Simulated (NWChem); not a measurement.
Species: C₂H₈N cation; SMILES CC[NH3+]

```xyz
11

C      0.2763    -1.2971     0.0000
C     -0.6105    -0.0639     0.0000
N      0.2398     1.2116     0.0000
H     -0.3643    -2.1840     0.0000
H      0.9084    -1.3489    -0.8932
H      0.9084    -1.3489     0.8932
H     -1.2420     0.0021     0.8888
H     -1.2420     0.0021    -0.8888
H     -0.3398     2.0606     0.0000
H      0.8490     1.2506     0.8274
H      0.8490     1.2506    -0.8274
```
Atoms are numbered in this order, from 1.

Geometry: optimised at B3LYP/6-31G* (spherical d). B3LYP is NWChem's, with the RPA form of VWN correlation.

Symmetry labels are those of Cs in the frame above (b1 and b2, or b-type labels, depend on it).

Q: List the 6 lowest vertical singlet excitations from B3LYP/def2-SVPD, full TDDFT (NWChem).

A: 
```json
[
 {"state": "S1", "energy (eV)": "8.72", "oscillator strength": "0.001", "symmetry": "a\"", "leading excitation (squared amplitude)": "HOMO → LUMO (0.99)"},
 {"state": "S2", "energy (eV)": "9.29", "oscillator strength": "0.060", "symmetry": "a'", "leading excitation (squared amplitude)": "HOMO−1 → LUMO (0.98)"},
 {"state": "S3", "energy (eV)": "9.62", "oscillator strength": "0.007", "symmetry": "a'", "leading excitation (squared amplitude)": "HOMO−2 → LUMO (0.99)"},
 {"state": "S4", "energy (eV)": "10.35", "oscillator strength": "0.019", "symmetry": "a\"", "leading excitation (squared amplitude)": "HOMO → LUMO+1 (0.55)"},
 {"state": "S5", "energy (eV)": "10.48", "oscillator strength": "0.022", "symmetry": "a\"", "leading excitation (squared amplitude)": "HOMO → LUMO+3 (0.56)"},
 {"state": "S6", "energy (eV)": "10.52", "oscillator strength": "0.042", "symmetry": "a'", "leading excitation (squared amplitude)": "HOMO → LUMO+2 (0.98)"}
]
```
